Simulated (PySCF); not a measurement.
Os(CO) (COOs), SMILES [O+]#[C-]->[Os] (connectivity only; charge and spin as stated), neutral, multiplicity 3. Geometry optimised at PBE-D3(BJ)/def2-TZVP. The multiplicity is an assumed one; other spin states were not compared. The def2 effective core potentials stand for the cores of Os; spin–orbit coupling is left out.

Computed with PBE-D3(BJ)/def2-TZVP (PySCF).

Harmonic wavenumbers (cm⁻¹): 442, 442, 621, 1978. Rotational constants (GHz): 3.247 (linear); symmetry number 1.

### Question
Work out the zero-point energy and the ideal-gas rigid-rotor harmonic-oscillator thermochemistry at 298.15 K and 1 atm.

### Answer
ZPE = ½ Σ hcν = ½ × 3484 cm⁻¹ = 20.84 kJ/mol. H − E(el) = 31.33 kJ/mol. Entropy in J/(mol K): translation 175.91, rotation 71.14, vibration 8.59, spin 9.13, total 264.78. G − E(el) = -47.62 kJ/mol. Cp = 44.81 J/(mol K).
